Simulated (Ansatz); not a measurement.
Frontier orbitals of CH8GeInN (`C[N]([GeH3])[InH2]`).

Total charge 0; spin multiplicity 1. Correlated methods include outer-core shells of Ge, In, which these sets cover unevenly. Scalar relativity is left out up to krypton. In: def2 effective core potential. All single points use the PBE0-D4/def2-TZVP geometry. Basis def2-TZVPP, Ansatz.

```csv
functional,HOMO (eV),LUMO (eV),gap (eV)
PBE,-5.33,-2.01,3.32
r2SCAN,-5.52,-1.75,3.77
PBE0,-6.48,-1.33,5.15
B3LYP,-6.30,-1.59,4.71
r2SCANh,-5.96,-1.51,4.45
r2SCAN0,-6.64,-1.17,5.47
BHLYP,-7.61,-0.73,6.88
ωB97X-V,-8.80,0.36,9.16
ωB97M-V,-8.72,0.05,8.77
HF,-9.45,0.87,10.32
```

Problem. What is the vertical ionisation energy at frozen-core CCSD(T)/def2-TZVPP? (Estimate.)

Solution. Computed: 8.30 eV (T1 of the cation 0.017).

A quarter of exact exchange (PBE0) shifts PBE's HOMO by −1.15 eV and its LUMO by +0.68 eV; full exchange at long range (ωB97M-V) shifts them by −3.39 and +2.06 eV. The gap opens from 3.32 to 8.77 eV, since occupied levels lose self-interaction and empty ones feel all the electrons. A positive LUMO is unbound and depends on the basis. −ε(HOMO) differs from that ionisation energy by −2.97 eV with PBE and +0.43 eV with ωB97M-V.

B3LYP here is the variant with VWN-RPA as its local correlation; programs differ in this.
